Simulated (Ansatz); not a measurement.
Compare A (`[CH3][GeH]([F])[SiH2]F`) with its isomer B (`C[Si](F)(F)[GeH3]`).

Calculated with Ansatz (gas phase, PBE0-D4/def2-TZVP geometries, no zero-point term in ΔE). CCSD(T)/CBS is the MP2 limit (def2-TZVPP, def2-QZVPP) plus CCSD(T) − MP2 in def2-TZVPP, frozen cores. Functionals use def2-TZVPP. B3LYP here is the variant with VWN-RPA as its local correlation; programs differ in this. For Ge outer-core shells are correlated without core-valence functions, which leaves a few kJ/mol of doubt a bond. Scalar relativity is left out up to krypton. Each species was taken in one conformer, which may not be the lowest.

Which isomer does CCSD(T)/CBS put lower? Give the gap. (Best estimate.)

The calculation gave: B, by 121.4 kJ/mol.

Give E(B) − E(A) in kJ/mol with ωB97M-V, HF/def2-TZVPP, MP2/def2-TZVPP, CCSD/def2-TZVPP, r2SCAN-D4, B3LYP, B3LYP-D4. (An estimate is asked.)

Computed: ωB97M-V -122.7, HF/def2-TZVPP -113.2, MP2/def2-TZVPP -117.9, CCSD/def2-TZVPP -118.5, r2SCAN-D4 -124.3, B3LYP -115.1, B3LYP-D4 -117.6. None reverses the order clearly.

Largest T1 diagnostic: 0.012.

In def2-TZVPP, CCSD(T) changes the Hartree–Fock value by −5.0 kJ/mol (the triples alone add +0.3 kJ/mol) and MP2 by −4.8 kJ/mol. From PBE to PBE0 (25 % exact exchange), in def2-TZVPP and without D4, E(B) − E(A) moves by −4.5 kJ/mol.
